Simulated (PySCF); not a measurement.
Compound: CH₄FNSi₂.
Numbering: `[N:1]#[C:2][SiH2:3][SiH2:4][F:5]` (hydrogens: H6, H7 on Si3; H8, H9 on Si4)

Level of theory: PBE0-D3(BJ)/def2-SVP geometry optimisation, gas phase in PySCF 2.14.0.

(1) List the bond lengths, angles and torsions at this level.

Results:

(1) 
| bond | length (pm) |
| --- | --- |
| N1≡C2 | 116.0 |
| C2–Si3 | 185.9 |
| Si3–Si4 | 234.7 |
| Si4–F5 | 162.9 |
| Si3–H6, Si3–H7 | 149.0 |
| Si4–H8, Si4–H9 | 148.9 |

Bonds in one row agree within 1 pm and their mean is given. A selection of angles:
| angle | degrees |
| --- | --- |
| N1–C2–Si3 | 177.2 |
| C2–Si3–Si4 | 105.2 |
| C2–Si3–H6 | 107.4 |
| Si4–Si3–H6 | 112.6 |
| H6–Si3–H7 | 110.6 |
| Si3–Si4–F5 | 107.6 |
| Si3–Si4–H8 | 110.3 |
| F5–Si4–H8 | 108.8 |
| H8–Si4–H9 | 110.8 |

Dihedral angles: C2–Si3–Si4–F5 -177° (antiperiplanar). The mirror-image conformer, all signs reversed, is as good.

Si4 (fluorine-bound silicon) is tetrahedral (angles from 107.6° to 110.8°). Si3 (SiH2 silicon) is distorted tetrahedral (angles from 105.2° to 113.0°). The 5 heavy atoms lie in one plane (0.020 Å rms).

Point group: near Cs, missed by 0.09 Å at most; the miss may be what the optimiser left on a soft mode. No frequency check. One conformer, not necessarily the lowest.
